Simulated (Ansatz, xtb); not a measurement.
System: BH₃, charge 1, multiplicity 2. SMILES of the parent species: B
Structure (B3LYP-D3(BJ)/def2-TZVP (Ansatz, a program for electronic structure) minimum search):
```xyz
4

B      0.0408    -0.0558     0.0911
H     -1.0045     0.1986    -0.5934
H      0.4581    -0.6265     1.0230
H      0.3423     0.7069    -0.8853
```
Charge +1, spin multiplicity 2.

Harmonic wavenumbers from GFN2-xTB (xtb, at its own minimum), cm⁻¹: 234, 683, 942, 2199, 2320, 2697.

Q: Give the harmonic wavenumbers at B3LYP-D3(BJ)/def2-TZVP (Ansatz, finite differences of forces, unscaled).

A: 534, 872, 1025, 1821, 2227, 2873 cm⁻¹. Zero-point energy 13.4 kcal/mol.

Q: From these and the geometry, give the ideal-gas thermochemistry at 298.15 K and 1 atm (rigid rotor, harmonic oscillator).

A: Point group C2v, rotational symmetry number 2. Rotational constants 464.8, 144, 110 GHz. S(trans) 33.82, S(rot) 13.07, S(vib) 0.82, S(elec, spin only) 1.38, S 49.1 cal/(mol K). H(298) - H(0) 2.55 kcal/mol; G - E(el) 1.3 kcal/mol.
